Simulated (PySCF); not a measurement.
Xenon: a sound run and one with changed settings

Sound run: Xe+ [Kr] 4d10 5s2 5p5, Xe(2+) [Kr] 4d10 5s2 5p4. Calculation: PySCF 2.14, in cc-pVDZ-PP with ECP28MDF; scalar relativity through the core potential. In the sound run the correlated levels freeze 4s2 4p6 4d10 outside the core potential. The sound run starts from symmetry-adapted Hartree-Fock orbitals and uses a fine grid where one is needed.

Changed run: initial guess minao, at most 50 SCF cycles.

| species | method | sound run (hartree) | changed run (hartree) | converged |
| --- | --- | --- | --- | --- |
| Xe+ | UHF | -327.86494 | -327.86494 | yes |
| Xe+ | MN15 | -328.08942 | -328.08942 | yes |
| Xe+ | CCSD(T) | -327.95625 | -327.95625 | yes |
| Xe(2+) | TPSS | -327.99893 | -327.99893 | yes |
| Xe(2+) | MP2 | -327.18512 | -327.18512 | yes |

Here the plain start reaches the same solutions.
